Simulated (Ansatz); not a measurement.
Start from `F[Si](F)(Cl)[SiH2]Cl` and change one atom or group to get `F[Si](F)(Cl)[SiH](Cl)Cl`.

Ansatz, PBE0-D4/def2-TZVP geometries, multiplicity 1. Each molecule was computed in one conformer, which needn't be the lowest.

| property | `F[Si](F)(Cl)[SiH2]Cl` |
| --- | --- |
| LUMO energy (PBE/def2-TZVPP) / eV | -2.01 |
| HOMO energy (PBE0/def2-TZVPP) / eV | -8.80 |
| HOMO energy (PBE/def2-TZVPP) / eV | -7.51 |
| size of the dipole moment (ωB97M-V/def2-TZVPP) / D | 1.51 |
| HOMO–LUMO gap (ωB97M-V/def2-TZVPP) / eV | 11.55 |
| size of the dipole moment (PBE/def2-TZVPP) / D | 1.40 |

Problem. What does the change do to each property? (Estimate.)

Solution. The calculation gave: 
| property | `F[Si](F)(Cl)[SiH](Cl)Cl` | shift |
| --- | --- | --- |
| LUMO energy (PBE/def2-TZVPP) / eV | -1.89 | 0.12 |
| HOMO energy (PBE0/def2-TZVPP) / eV | -8.82 | -0.02 |
| HOMO energy (PBE/def2-TZVPP) / eV | -7.52 | -0.01 |
| size of the dipole moment (ωB97M-V/def2-TZVPP) / D | 0.94 | -0.57 |
| HOMO–LUMO gap (ωB97M-V/def2-TZVPP) / eV | 11.69 | 0.14 |
| size of the dipole moment (PBE/def2-TZVPP) / D | 0.87 | -0.53 |

Dipoles are sizes alone; their direction can turn.
